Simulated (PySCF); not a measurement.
C2H6AlBr, SMILES [CH3][Al]([CH3])[Br].

Geometry optimised at PBE-D3(BJ)/def2-SVP. The structure was generated by enumeration; whether it is a known compound was not checked.

Two levels are set side by side: PBE/def2-TZVP (PySCF) and PBE0/def2-TZVP (PySCF). Same geometry, gas phase. Differences are taken from unrounded values.

```tsv
quantity	PBE0	PBE	PBE minus PBE0
orbital gap (eV)	6.95	4.94	-2.01
highest occupied level (eV)	-7.78	-6.53	1.25
lowest empty level (eV)	-0.82	-1.59	-0.77
dipole moment (D)	2.20	2.11	-0.08
mean polarisability (bohr³)	70.6	73.5	2.9
```

PBE's occupied levels lie high since its potential decays too fast outside the molecule; exact exchange lowers them and widens the gap. PBE's more diffuse valence density responds more strongly to a field. Differences between two approximate levels are no errors against the true value.

Rough cost on one machine, each run with all the roots and properties that it gave: PBE0 against PBE within a factor of 2.
